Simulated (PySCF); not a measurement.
B3LYP has the VWN-RPA correlation part, as in Gaussian. 

Cartesian coordinates (Å):
SMILES: F[Si](F)F
```xyz
4

F      1.4805    -0.0931    -0.1377
Si    -0.0013     0.0003     0.4265
F     -0.6590     1.3282    -0.1451
F     -0.8202    -1.2354    -0.1437
```
Charge 0, spin multiplicity 2.

Question: Give the dipole moment, total energy and highest occupied spin orbital at the level B3LYP-D3(BJ)/def2-TZVP (PySCF).

Answer: 
```yaml
dipole_moment: 1.22 D
total_energy: -589.3362 Ha
highest_occupied_spin_orbital: -7.62 eV
```
